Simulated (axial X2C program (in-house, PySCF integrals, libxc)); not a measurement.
Levels of BiB⁺ by electron attachment to BiB²⁺ (EOM-EA-CCSD)

Calculated with an axial X2C code built on PySCF integrals: two-component X2C with atomic mean-field Coulomb and Gaunt terms, Gaussian nuclei, basis Bi dyall-acv3z, B dyall-av3z with contracted cores.

R = 2.798 Å (1.150 times 2.433 Å, the PBE0 minimum at charge 1 for the lowest determinant).

Levels of BiB⁺ obtained by attaching an electron to BiB²⁺:

```json
{"Ω": "1/2", "binding energy (eV)": "13.511", "above lowest (cm⁻¹)": "0", "attached spinor": "41% B pσ, 28% Bi pπ, 15% Bi pσ", "one-particle weight": "0.93"}
{"Ω": "3/2", "binding energy (eV)": "12.976", "above lowest (cm⁻¹)": "4308", "attached spinor": "50% B pπ, 43% Bi pπ", "one-particle weight": "0.93"}
{"Ω": "1/2", "binding energy (eV)": "12.207", "above lowest (cm⁻¹)": "10516", "attached spinor": "80% B pπ", "one-particle weight": "0.91"}
{"Ω": "3/2", "binding energy (eV)": "11.502", "above lowest (cm⁻¹)": "16197", "attached spinor": "46% Bi pπ, 42% B pπ", "one-particle weight": "0.88"}
{"Ω": "1/2", "binding energy (eV)": "10.140", "above lowest (cm⁻¹)": "27188", "attached spinor": "37% Bi pσ, 32% B pσ, 9% Bi pπ", "one-particle weight": "0.77"}
```

This point took 26 s on 1 thread of Arm Neoverse V1, with other jobs on the host.

Reference electrons by ω block (each with its −ω partner): 1/2: 25, 3/2: 12, 5/2: 5, 7/2: 1. 16 electrons of BiB²⁺ correlated (inner shells frozen), 88 natural virtual spinors (a truncated set); levels can be off by some tenths of an eV. Roots sought by Ω: (1/2: 5, 3/2: 4, 5/2: 2, 7/2: 1); the list ends where they run out and leaves out roots under 60 % one-particle weight. The solver can skip a root, and states that need a further excitation, which the method places far too high, are missing though they may lie low or lowest. T1 of the reference 0.015 (Lee–Taylor). The reference was not checked to be the lowest state of its species. Number of frozen shells: Bi 5 s, 4 p, 2 d, 1 f; B 1 s.
